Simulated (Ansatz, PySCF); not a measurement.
Cl₂H₂OSSi, SMILES O[Si](S)(Cl)Cl.

Coordinates come from a PBE0-D3(BJ)/def2-SVP optimisation. This is a generated structure with no PubChem entry under its InChIKey; it may be hypothetical. The values are those of a single conformer.

Vertical ionisation energy (IE) and electron affinity (EA) in eV. Rows of orbital energies are one-electron estimates. Where ΔSCF, EOM or ADC give a negative EA the extra electron is unbound and the value depends on the basis.

```
level                                                                       IE     EA
------------------------------------------------------------------------  ----  -----
−ε(HOMO), −ε(LUMO), B3LYP/def2-TZVP (PySCF)                               7.80   0.37
−ε(HOMO), −ε(LUMO), PBE/def2-TZVP (PySCF)                                 6.79   1.09
ΔSCF, CAM-B3LYP/def2-SVPD (Ansatz), final states of multiplicity 2 and 2     …      …
ΔSCF, PBE/def2-SVPD (Ansatz), final states of multiplicity 2 and 2        9.99  -0.45
```

### Question
Complete the blanks. (An estimate is asked for; the answer gives what the named calculation found.)

### Answer

- ΔSCF, CAM-B3LYP/def2-SVPD (Ansatz, a first-principles code), final states of multiplicity 2 and 2, IE: 10.46
- ΔSCF, CAM-B3LYP/def2-SVPD (Ansatz), final states of multiplicity 2 and 2, EA: -0.79

### Question
What vertical singlet–triplet gap does ΔSCF give with CAM-B3LYP/def2-SVPD (Ansatz) and with PBE/def2-SVPD (Ansatz)? (The exact figures need the calculation; the answer reports its results.)

### Answer
6.02 and 5.69 eV (triplet above singlet where positive).
